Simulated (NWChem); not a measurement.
A series in which one site is exchanged, each optimised at PBE0/def2-SVP with NWChem, gas phase unless a solvent is named. All stand in one matching conformer (torsions within 35°), which need not be the lowest. This build's default masses of Se (78.918 u) and Br (79.917 u) are each other's, which moves their modes by up to 0.6 %. For some, no frequency run checked for a minimum. def2 effective core potentials on Cd; no spin-orbit coupling.

A: [SiH3][O][Cd][SH] (CdSiH₄SO; site = Cd)
B: [SiH3][O][Be][SH] (BeSiH$_{4}$SO; site = Be)
C: [SiH3]O[Se]S (SiH4SeSO; site = Se)

Values for A:

dipole (D), PBE0/def2-SVP: 1.48
orbital gap (eV), PBE0/def2-SVP: 5.81
vertical ionisation energy, ΔSCF, B3LYP/def2-SVP (eV): 9.36
static polarisability, B3LYP/def2-SVPD (bohr³): 85.6
lowest singlet excitation, B3LYP/def2-SVPD, TDA (eV): 4.22

### Question
How do these values change for the other members?

### Answer
```csv
change from A,B,C
"dipole (D), PBE0/def2-SVP",-0.15,-0.82
"orbital gap (eV), PBE0/def2-SVP",+1.39,-0.08
"vertical ionisation energy, ΔSCF, B3LYP/def2-SVP (eV)",+0.33,-0.38
"static polarisability, B3LYP/def2-SVPD (bohr³)",-18.0,-3.2
"lowest singlet excitation, B3LYP/def2-SVPD, TDA (eV)",+1.35,-0.29
```
